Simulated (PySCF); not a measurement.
Correlation energy of S⁻ (sulfur, charge -1)

[Ne] 3s2 3p5, 2P determinant. Computed with PySCF 2.14 in aug-cc-pV(5+d)Z (8s7p6d4f3g2h, 136 functions), with no relativity, point nucleus. Frozen: [Ne]; 7 electrons correlated.

MP2 pair energies summed by pair of shells (mhartree):

```tsv
pair	energy	share (%)
3p-3p	-103.51	58.8
3s-3p	-61.47	34.9
3s-3s	-11.09	6.3
```

Total MP2 correlation energy: -176.07 mhartree.

Same-spin part -38.09 and opposite-spin part -137.98 mhartree; SCS-MP2 scales them by 1/3 and 6/5 to -178.27 mhartree.
